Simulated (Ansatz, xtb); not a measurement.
# Two isomers of C5H6FNO

We compare I, `C[C@@H]1C=C(F)C(=O)N1`, a singlet, with II, `C[C@]1(F)CC=NC1=O`, a singlet. Both are isolated molecules in the gas phase, relaxed with PBE-D3(BJ)/def2-SVP; the shapes shown needn't be the lowest conformers.

I (Å):

```yaml
atoms:
  - { symbol: C, position_ang: [0.4101, 0.2563, -1.5970] }
  - { symbol: C, position_ang: [0.5610, -0.7560, -0.4538] }
  - { symbol: C, position_ang: [0.3042, -2.1862, -0.8716] }
  - { symbol: C, position_ang: [-0.6926, -2.6819, -0.1131] }
  - { symbol: C, position_ang: [-1.1968, -1.6620, 0.8754] }
  - { symbol: F, position_ang: [-1.2362, -3.8905, -0.1508] }
  - { symbol: N, position_ang: [-0.4090, -0.5574, 0.6122] }
  - { symbol: O, position_ang: [-2.0836, -1.7791, 1.7063] }
  - { symbol: H, position_ang: [0.5761, 1.2904, -1.2326] }
  - { symbol: H, position_ang: [-0.6061, 0.1934, -2.0338] }
  - { symbol: H, position_ang: [1.1526, 0.0563, -2.3952] }
  - { symbol: H, position_ang: [1.5982, -0.6779, -0.0444] }
  - { symbol: H, position_ang: [0.8578, -2.6923, -1.6722] }
  - { symbol: H, position_ang: [-0.5121, 0.3144, 1.1313] }
```

II (Å):

```xyz
14

C    -1.2932   -0.1768   -1.3129
C    -0.0553   -0.4820   -0.4945
C     0.8241   -1.6428   -0.9718
C     0.8721   -2.5356    0.2467
C    -0.4191   -0.9143    0.9705
F     0.7117    0.6854   -0.3868
N     0.2204   -2.1599    1.2962
O    -1.1341   -0.2900    1.7173
H    -1.0076    0.2045   -2.3130
H    -1.8902    0.5910   -0.7833
H    -1.9199   -1.0820   -1.4385
H     0.4224   -2.1881   -1.8522
H     1.8366   -1.2820   -1.2499
H     1.4370   -3.4880    0.2544
```

Quicker runs give these differences E(II) − E(I): GFN2-xTB +40.9 kJ/mol; HF/STO-3G −15.6 kJ/mol (at GFN2-xTB geometries); r2SCAN-D4/def2-SVP +43.2 kJ/mol (at GFN2-xTB geometries).

Which of the two would you expect CCSD(T)/def2-SVP + ΔMP2/def2-TZVPP electronic energies to favour?

Structure I; the calculation gives E(II) − E(I) = +18.1 kJ/mol.

The same difference at several levels:

```csv
level,geometry,E(II) − E(I) (kJ/mol),departure from the last row (kJ/mol),"job, with rough time for the two"
GFN2-xTB,GFN2-xTB,+40.9,+22.8,"optimisation, 0.16 s"
HF/STO-3G,GFN2-xTB,−15.6,−33.7,"single point, 0.4 s"
r2SCAN-D4/def2-SVP,GFN2-xTB,+43.2,+25.1,"single point, 3.6 s"
PBE-D3(BJ)/def2-SVP,PBE-D3(BJ)/def2-SVP,+46.1,+28.1,"optimisation, 38 s"
HF/def2-SVP,PBE-D3(BJ)/def2-SVP,+25.1,+7.1,part of the CCSD(T) run
MP2/def2-SVP,PBE-D3(BJ)/def2-SVP,+30.7,+12.6,part of the CCSD(T) run
CCSD(T)/def2-SVP,PBE-D3(BJ)/def2-SVP,+21.7,+3.6,single point
CCSD(T)/def2-SVP + ΔMP2/def2-TZVPP,PBE-D3(BJ)/def2-SVP,+18.1,,"single point, 92 s"
```

As drawn, II has 1 C–C, 1 C=N, 1 C–H in place of 1 C=C, 1 C–N, 1 N–H.

HF/STO-3G puts the two in the other order. The largest departure from CCSD(T)/def2-SVP + ΔMP2/def2-TZVPP is that of HF/STO-3G, 33.7 kJ/mol. The last row adds to CCSD(T) the change of the MP2 difference between the two basis sets, here −3.6 kJ/mol.

With thermal terms from frequencies at re-optimised GFN2-xTB minima (ideal gas, soft modes damped towards free rotors, one conformer each, 298.15 K, 1 atm): on the last row, ΔE + ΔZPE = +15.4, ΔH = +15.5, ΔG = +15.3 kJ/mol.

The correlated steps freeze 8 core orbitals. Run with Ansatz 0.2.0, xtb 6.7.1; the last row on 4 threads of Arm Neoverse V1 on a shared host.
